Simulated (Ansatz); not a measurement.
System: GaHBr2, charge 0, singlet. GaHBr2 (SMILES [Br][GaH][Br]).
B3LYP-D3(BJ)/def2-TZVP minimum from Ansatz (a quantum-chemistry and plane-wave program):
```xyz
4

Ga    -0.6298    -0.3549    -0.3825
H     -1.8232    -1.0274    -1.1073
Br    -0.1502     1.8711    -0.6420
Br     0.7601    -1.5274     1.0124
```

Total energies in hartree (Ansatz). Open shells are spin-unrestricted; no spin-orbit coupling. Cores are frozen in correlated methods (noble-gas shells, and filled d and f shells in the p block). No relativity. For partners of very few electrons the exact lower level stands in for a higher one. Spin-orbit terms, left out, reach several kcal/mol for Br and I, and more for heavier atoms.

| species | HF/cc-pVTZ | CCSD(T)/cc-pVTZ | HF/cc-pVQZ | CCSD(T)/cc-pVQZ | CCSDT(Q)/cc-pVTZ |
|---|---|---|---|---|---|
| 1: GaHBr2 (SMILES [Br][GaH][Br]) | -7068.91812 | -7069.35820 | -7068.92735 | -7069.41032 | -7069.35998 |
| 2: Ga (doublet) | -1923.26189 | -1923.30928 | -1923.26422 | -1923.31345 | -1923.30958 |
| 3: H (doublet) | -0.49981 | -0.49981 | -0.49995 | -0.49995 | -0.49981 |
| 4: Br (doublet) | -2572.44509 | -2572.60263 | -2572.44802 | -2572.62195 | -2572.60328 |

Problem. Work out the atomisation energy (electronic, to ground-state atoms) in kJ/mol: take Hartree-Fock from cc-pVQZ, extrapolate the CCSD(T) correlation energy as X^-3 (X = 3, 4), and add CCSDT(Q) - CCSD(T) in cc-pVTZ. 1 hartree = 2625.5 kJ/mol.

Solution. 
Species 1: correlation (64·(-0.48297) - 27·(-0.44008))/37 = -0.51427; step -0.00178; E1 = -7068.92735 + (-0.51427) + (-0.00178) = -7069.44340
Species 2: correlation (64·(-0.04923) - 27·(-0.04739))/37 = -0.05057; step -0.00030; E2 = -1923.26422 + (-0.05057) + (-0.00030) = -1923.31509
Species 3: correlation (64·(0.00000) - 27·(0.00000))/37 = 0.00000; step +0.00000; E3 = -0.49995 + (0.00000) + (+0.00000) = -0.49995
Species 4: correlation (64·(-0.17393) - 27·(-0.15754))/37 = -0.18589; step -0.00065; E4 = -2572.44802 + (-0.18589) + (-0.00065) = -2572.63456
-1·E1 +1·E2 +1·E3 +2·E4 = 0.35924 hartree = 943.2 kJ/mol.
